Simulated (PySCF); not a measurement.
HO₂Si, charge +1, singlet, geometry from GFN2-xTB; WB97X/3-21G run with PySCF.

The PySCF input:
```python
from pyscf import gto, scf, dft

mol = gto.M(
    atom='''
O     1.563969    0.104799    0.024944
Si    0.089692    0.004763    0.000983
O    -1.422691   -0.090539   -0.020970
H    -2.385908   -0.180762   -0.045551
''',
    basis='3-21g',
    charge=1,
    spin=0,
    verbose=4,
)

mf = dft.RKS(mol)
mf.xc = 'wb97x'
mf.kernel()
mf.analyze()
```

The log (banner, timings and long lists left out):

```
PySCF version 2.14.0

[INPUT] verbose = 4
[INPUT] num. atoms = 4
[INPUT] num. electrons = 30
[INPUT] charge = 1
[INPUT] spin (= nelec alpha-beta = 2S) = 0
[INPUT] symmetry False subgroup None
[INPUT] Mole.unit = angstrom
[INPUT] Symbol           X                Y                Z      unit          X                Y                Z       unit  Magmom
[INPUT]  1 O      1.563969000000   0.104799000000   0.024944000000 AA    2.955473077310   0.198041408128   0.047137328451 Bohr   0.0
[INPUT]  2 Si     0.089692000000   0.004763000000   0.000983000000 AA    0.169493315564   0.009000765531   0.001857600780 Bohr   0.0
[INPUT]  3 O     -1.422691000000  -0.090539000000  -0.020970000000 AA   -2.688496349884  -0.171093913592  -0.039627556832 Bohr   0.0
[INPUT]  4 H     -2.385908000000  -0.180762000000  -0.045551000000 AA   -4.508712678409  -0.341590673729  -0.086078914700 Bohr   0.0

nuclear repulsion = 98.9515822762634
number of shells = 19
number of NR pGTOs = 60
number of NR cGTOs = 33
basis = 3-21g
ecp = {}

******** <class 'pyscf.dft.rks.RKS'> ********
method = RKS
initial guess = minao
damping factor = 0
level_shift factor = 0
DIIS = <class 'pyscf.scf.diis.CDIIS'>
diis_start_cycle = 1
diis_space = 8
diis_damp = 0
SCF conv_tol = 1e-09
SCF conv_tol_grad = None
SCF max_cycles = 50
direct_scf = True
direct_scf_tol = 1e-13
XC library pyscf.dft.libxc version 7.1.2
    S. Lehtola, C. Steigemann, M. J. T. Oliveira, and M. A. L. Marques,  SoftwareX 7, 1–5 (2018)
XC functionals = wb97x
    J.-D. Chai and M. Head-Gordon,  J. Chem. Phys. 128, 084106 (2008)
radial grids:
    Treutler-Ahlrichs [JCP 102, 346 (1995); DOI:10.1063/1.469408] (M4) radial grids

becke partition: Becke, JCP 88, 2547 (1988); DOI:10.1063/1.454033
pruning grids: <function nwchem_prune>
grids dens level: 3
symmetrized grids: False
atomic radii adjust function: <function treutler_atomic_radii_adjust>
small_rho_cutoff = 0
Set gradient conv threshold to 3.16228e-05
Initial guess from minao.
tot grids = 57152
init E= -438.209659338831
  HOMO = -0.49085855209715  LUMO = -0.174183411500285  gap/eV = 8.61717
cycle= 1 E= -437.538983517034  delta_E= 0.671  |g|= 0.905  |ddm|= 2.05
  HOMO = -0.52296781733536  LUMO = -0.2594951123087  gap/eV = 7.16946
cycle= 2 E= -437.076080978887  delta_E= 0.463  |g|= 1.81  |ddm|= 2.01
  HOMO = -0.687380230932779  LUMO = -0.301908358247961  gap/eV = 10.48922
cycle= 3 E= -437.73223696822  delta_E= -0.656  |g|= 0.275  |ddm|= 1.34
  HOMO = -0.686517733375241  LUMO = -0.295174002943808  gap/eV = 10.64901
cycle= 4 E= -437.74544153827  delta_E= -0.0132  |g|= 0.0768  |ddm|= 0.186
  HOMO = -0.687480547418662  LUMO = -0.285553381789205  gap/eV = 10.93700
cycle= 5 E= -437.746404654167  delta_E= -0.000963  |g|= 0.00997  |ddm|= 0.0412
  HOMO = -0.687946558090969  LUMO = -0.284159212621853  gap/eV = 10.98761
cycle= 6 E= -437.746432276798  delta_E= -2.76e-05  |g|= 0.00141  |ddm|= 0.0115
  HOMO = -0.687636427888462  LUMO = -0.284141461017748  gap/eV = 10.97966
cycle= 7 E= -437.746432919143  delta_E= -6.42e-07  |g|= 0.000146  |ddm|= 0.00169
  HOMO = -0.687641121193023  LUMO = -0.284156183727144  gap/eV = 10.97938
cycle= 8 E= -437.746432932838  delta_E= -1.37e-08  |g|= 5.99e-05  |ddm|= 0.000277
  HOMO = -0.687652278839018  LUMO = -0.284156517295083  gap/eV = 10.97968
cycle= 9 E= -437.746432934155  delta_E= -1.32e-09  |g|= 7.93e-06  |ddm|= 9.92e-05
  HOMO = -0.68765238873661  LUMO = -0.284157654205455  gap/eV = 10.97965
cycle= 10 E= -437.74643293425  delta_E= -9.56e-11  |g|= 2.51e-06  |ddm|= 3.15e-05
  HOMO = -0.687652162069146  LUMO = -0.284157419783769  gap/eV = 10.97965
Extra cycle  E= -437.746432934257  delta_E= -6.71e-12  |g|= 1.33e-06  |ddm|= 7.26e-06
converged SCF energy = -437.746432934257
**** SCF Summaries ****
Total Energy =                        -437.746432934257200
Nuclear Repulsion Energy =              98.951582276263395
One-electron Energy =                 -793.182285357285991
Two-electron Energy =                  256.484270146765425
Two-electron Coulomb Energy =          294.568587410940609
DFT Exchange-Correlation Energy =      -38.084317264175155
HOMO-LUMO gap [eV] =                    10.979651189367830
**** MO energy ****
MO #1   energy= -66.0679835970877  occ= 2
MO #2   energy= -19.4370190793205  occ= 2
MO #3   energy= -19.392171503382   occ= 2
MO #4   energy= -5.76023090719158  occ= 2
MO #5   energy= -4.11795642536978  occ= 2
MO #6   energy= -4.11416963243059  occ= 2
MO #7   energy= -4.11416846969886  occ= 2
MO #8   energy= -1.44877166493496  occ= 2
MO #9   energy= -1.37738121513781  occ= 2
MO #10  energy= -1.02659397421695  occ= 2
MO #11  energy= -0.784472792219264 occ= 2
MO #12  energy= -0.784452929380019 occ= 2
MO #13  energy= -0.758808473740833 occ= 2
MO #14  energy= -0.687659614575506 occ= 2
MO #15  energy= -0.687652162069146 occ= 2
MO #16  energy= -0.284157419783769 occ= 0
MO #17  energy= -0.181203920369652 occ= 0
MO #18  energy= -0.181177597048921 occ= 0
MO #19  energy= -0.00263638482808526 occ= 0
MO #20  energy= 0.0852343755792542 occ= 0
MO #21  energy= 0.174292635183549  occ= 0
MO #22  energy= 0.174392770836355  occ= 0
MO #23  energy= 0.181538863502926  occ= 0
 ** Mulliken pop on meta-lowdin orthogonal AOs  **
 ** Mulliken pop  **
pop of  0 O 1s            1.99971
pop of  0 O 2s            1.77379
pop of  0 O 3s            0.00213
pop of  0 O 2px           1.40142
pop of  0 O 2py           1.60525
pop of  0 O 2pz           1.60619
pop of  0 O 3px           0.00041
pop of  0 O 3py           0.00062
pop of  0 O 3pz           0.00062
pop of  1 Si 1s           1.99999
pop of  1 Si 2s           1.99957
pop of  1 Si 3s           0.77372
pop of  1 Si 4s           0.01590
pop of  1 Si 2px          1.99909
pop of  1 Si 2py          1.99973
pop of  1 Si 2pz          1.99973
pop of  1 Si 3px          0.52118
pop of  1 Si 3py          0.57907
pop of  1 Si 3pz          0.57930
pop of  1 Si 4px          0.02748
pop of  1 Si 4py          0.00886
pop of  1 Si 4pz          0.00877
pop of  2 O 1s            1.99971
pop of  2 O 2s            1.48152
pop of  2 O 3s            0.00118
pop of  2 O 2px           1.43392
pop of  2 O 2py           1.80160
pop of  2 O 2pz           1.80385
pop of  2 O 3px           0.00100
pop of  2 O 3py           0.00130
pop of  2 O 3pz           0.00130
pop of  3 H 1s            0.55856
pop of  3 H 2s            0.01355
 ** Mulliken atomic charges  **
charge of    0O =     -0.39013
charge of    1Si =      1.48761
charge of    2O =     -0.52538
charge of    3H =      0.42789

WARN: System has nonzero charge 1; the dipole moment is origin-dependent.
Location of origin: [0. 0. 0.]

Dipole moment(X, Y, Z, Debye): -4.64381, -0.39491, -0.10412
```
